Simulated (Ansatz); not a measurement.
Compare A (`[CH3][Al-]([CH3])([CH3])[OH2+]`) with its isomer B (`C[OH+][AlH-]([CH3])[CH3]`).

Calculated with Ansatz (gas phase, PBE0-D4/def2-TZVP geometries, no zero-point term in ΔE). CBS: MP2 limit from def2 TZ/QZ plus the TZ coupled-cluster correction, frozen cores. DFT in def2-TZVPP. B3LYP here is the variant with VWN-RPA as its local correlation; programs differ in this. One conformer a species, not always the lowest.

(1) Which is lower in electronic energy at CCSD(T)/CBS, and by how much? (Best estimate.)

(2) Give E(B) − E(A) in kcal/mol with B2PLYP, CCSD/def2-TZVPP, ωB97M-V, HF/def2-TZVPP, B3LYP, BLYP-D4, CCSD(T)/def2-TZVPP. (Best estimate.)

(3) Does the order hold for the free energy at 298.15 K (harmonic terms from PBE0-D4)? (Best estimate.)

Largest T1 diagnostic: 0.009.

## Answers

(1) Ansatz gave: A, by 20.5 kcal/mol.

(2) The calculation gave: B2PLYP 19.4, CCSD/def2-TZVPP 19.3, ωB97M-V 20.1, HF/def2-TZVPP 15.2, B3LYP 18.6, BLYP-D4 18.4, CCSD(T)/def2-TZVPP 19.8. None reverses the order clearly.

(3) The calculation gave: Yes: G(B) − G(A) = +21.1 kcal/mol, for one conformer each. Modes under 60 cm⁻¹, often nearly free rotors, make the harmonic entropy too high.

Leaving LDA and LC-ωPBE aside and taking each functional with its dispersion term where it has one, the values, not all of them listed here, spread over 2.8 kcal/mol, from B97M-V to r2SCAN-D4. At CCSD(T), def2-SVP lies −4.3 kcal/mol from the extrapolated value and def2-TZVPP −0.7 kcal/mol.
